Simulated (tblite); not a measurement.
C6H15PSi.
InChI=1S/C6H15PSi/c1-5(8)7-6(2,3)4/h1-4,8H3

Computed with GFN2-xTB (tblite): harmonic, unscaled wavenumbers at the GFN2-xTB geometry, gas phase. Errors from tens to a few hundred cm⁻¹ against measured bands are possible. Modes of hydrogen on silicon can be 10 to 20 % off.

Harmonic wavenumbers (cm⁻¹): 39.1, 66.9, 92.7, 127.2, 133.8, 173.1, 179.0, 202.9, 233.7, 256.5, 260.5, 300.8, 334.7, 356.6, 395.1, 427.8, 534.1, 549.8, 593.3, 621.6, 764.3, 785.3, 800.6, 849.0, 899.4, 956.8, 958.4, 964.8, 996.2, 1022.3, 1025.6, 1103.7, 1189.3, 1217.1, 1227.3, 1260.6, 1391.5, 1404.1, 1407.2, 1426.4, 1477.1, 1485.5, 1489.4, 1490.5, 1492.3, 1502.4, 1504.4, 1509.2, 2206.6, 2217.7, 2291.3, 2963.0, 2988.2, 2994.8, 2998.0, 3006.6, 3008.1, 3013.0, 3015.7, 3019.0, 3040.8, 3049.3, 3060.9.

A = 2599, B = 770.8, C = 693.4 MHz; mass 146.068 u (most abundant isotopes); point group C1, symmetry number 1.

Problem. Zero-point energy?

Solution. ½Σν̃ = 41176 cm⁻¹ = 117.73 kcal/mol.

Problem. Entropy at 298.15 K, 1 bar (ideal gas, RRHO, classical rotation)?

Solution. Translation 40.87, rotation 29.83, vibration 40.65: S = 111.4 cal/(mol K).

Problem. And Cp and H(298.15 K) − H(0)?

Solution. Cp = 48.19 cal/(mol K), of which vibrations give 40.24 (their classical limit is 63 R = 125.2); H(298.15 K) − H(0) = 8.76 kcal/mol without the zero-point energy, 6.39 from vibrations.

Problem. Blend soft modes into free rotors: weight 1/[1 + (100 cm⁻¹/ν̃)⁴] for the oscillator and the rest for a rotor with moment μB/(μ + B), μ = h/(8π²ν), B = 10⁻⁴⁴ kg m². What vibrational entropy results?

Solution. 37.80 cal/(mol K) in place of 40.65, which changes −T·S at 298.15 K by +0.85 kcal/mol.

Problem. How do the functions run with temperature in this model?

Solution. 
```csv
T (K),S (cal/(mol K)),Cp (cal/(mol K)),H − H(0) (kcal/mol),G − H(0) (kcal/mol),ln q(vib)
50,60.6,14.9,0.53,-2.50,0.69
100,73.7,23.8,1.51,-5.86,2.30
373.15,123.1,56.4,12.69,-33.23,12.34
500,141.3,68.7,20.64,-50.02,16.70
750,172.8,86.7,40.21,-89.40,24.72
1000,199.6,99.1,63.53,-136.03,32.04
```

q(vib) and H(0) count from the zero-point level.

Problem. What must be added to the electronic energy to get the Gibbs energy at 298.15 K and 1 bar?

Solution. ZPE + [H(298.15 K) − H(0)] − T·S = 117.73 + 8.76 − 33.20 = 93.29 kcal/mol.

Problem. Which modes carry the vibrational entropy at 298.15 K?

Solution. 39.1 cm⁻¹: 5.30; 66.9 cm⁻¹: 4.24; 92.7 cm⁻¹: 3.60; 127.2 cm⁻¹: 2.99; 133.8 cm⁻¹: 2.89; 173.1 cm⁻¹: 2.40 cal/(mol K); the other 57 give 19.22 together.

Hindered rotation and anharmonicity are outside this model. The structure is chiral; the term R ln 2 for an equal mix with its mirror image is left out.

The values belong to the conformer `[CH3:1]/[C:2]([SiH3:3])=[P:4]\[C:5]([CH3:6])([CH3:7])[CH3:8]`: C2–P4–C5–C6 -68°.
